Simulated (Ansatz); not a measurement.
Geometry optimisation, RKS PBE/6-31G in Ansatz.

input.yaml

```yaml
crystal:
  periodic: [false, false, false]
  atoms:
    - { symbol: Si, position_ang: [0.0, 0.0, 0.0] }
    - { symbol: O, position_ang: [0.0, 0.0, 1.68] }
    - { symbol: H, position_ang: [-0.9095, -0.2814, 2.0171] }
    - { symbol: "N", position_ang: [1.7163, 0.0, -0.6061] }
    - { symbol: H, position_ang: [2.2145, -0.918, -0.7868] }
    - { symbol: H, position_ang: [2.2175, 0.918, -0.7783] }
    - { symbol: "N", position_ang: [-0.8572, 1.4851, -0.6061] }
    - { symbol: H, position_ang: [-1.8773, 1.43, -0.8888] }
    - { symbol: H, position_ang: [-0.3367, 2.4058, -0.6766] }
    - { symbol: H, position_ang: [-0.6877, -1.1914, -0.4862] }
basis:
  gaussian: { orbitals: "6-31G" }
hamiltonian:
  xc: pbe
relax:
  f_tol: 0.02
  max_steps: 40
output:
  orbitals: {}
```

Command:

```bash
$ ansatz run input.yaml --threads 1 --pin off --max-ram 2048MiB --backend cpu --events-out ev --progress --plain --runs-dir out
```

**Question.** Where does it end, and by what steps?

**Answer.** The forces met the threshold. Limits of this set-up: no polarisation functions. After 14 steps the energy has fallen by 0.682 eV; H5 moved furthest, 1.01 Å.

```json
{"step": "0", "energy less start (eV)": "0.0000", "largest force component (eV/Å)": "2.691", "accepted": "yes"}
{"step": "1", "energy less start (eV)": "-0.4231", "largest force component (eV/Å)": "1.548", "accepted": "yes"}
{"step": "2", "energy less start (eV)": "-0.5331", "largest force component (eV/Å)": "0.452", "accepted": "yes"}
{"step": "3", "energy less start (eV)": "-0.5706", "largest force component (eV/Å)": "0.412", "accepted": "yes"}
{"step": "4", "energy less start (eV)": "-0.5616", "largest force component (eV/Å)": "0.849", "accepted": "no"}
{"step": "5", "energy less start (eV)": "-0.5857", "largest force component (eV/Å)": "0.302", "accepted": "yes"}
{"step": "6", "energy less start (eV)": "-0.6024", "largest force component (eV/Å)": "0.265", "accepted": "yes"}
{"step": "7", "energy less start (eV)": "-0.6271", "largest force component (eV/Å)": "0.234", "accepted": "yes"}
{"step": "8", "energy less start (eV)": "-0.6306", "largest force component (eV/Å)": "0.894", "accepted": "yes"}
{"step": "9", "energy less start (eV)": "-0.6690", "largest force component (eV/Å)": "0.241", "accepted": "yes"}
{"step": "10", "energy less start (eV)": "-0.6712", "largest force component (eV/Å)": "0.333", "accepted": "yes"}
{"step": "11", "energy less start (eV)": "-0.6759", "largest force component (eV/Å)": "0.188", "accepted": "yes"}
{"step": "12", "energy less start (eV)": "-0.6817", "largest force component (eV/Å)": "0.033", "accepted": "yes"}
{"step": "13", "energy less start (eV)": "-0.6820", "largest force component (eV/Å)": "0.038", "accepted": "yes"}
{"step": "14", "energy less start (eV)": "-0.6821", "largest force component (eV/Å)": "0.010", "accepted": "yes"}
```

```xyz
10
Properties=species:S:1:pos:R:3
Si -0.053 0.029 -0.087
O 0.109 -0.240 1.635
H -0.671 -0.558 2.138
N 1.634 0.049 -0.548
H 2.347 -0.364 0.044
H 1.960 0.483 -1.403
N -0.781 1.516 -0.681
H -1.732 1.548 -1.037
H -0.339 2.424 -0.560
H -0.993 -1.039 -0.633
```

Whether the end is a true minimum wasn't checked by a vibrational analysis.

The run took 31 s on 1 thread of Arm Neoverse V2, on a shared host, peak memory 0.13 GiB.
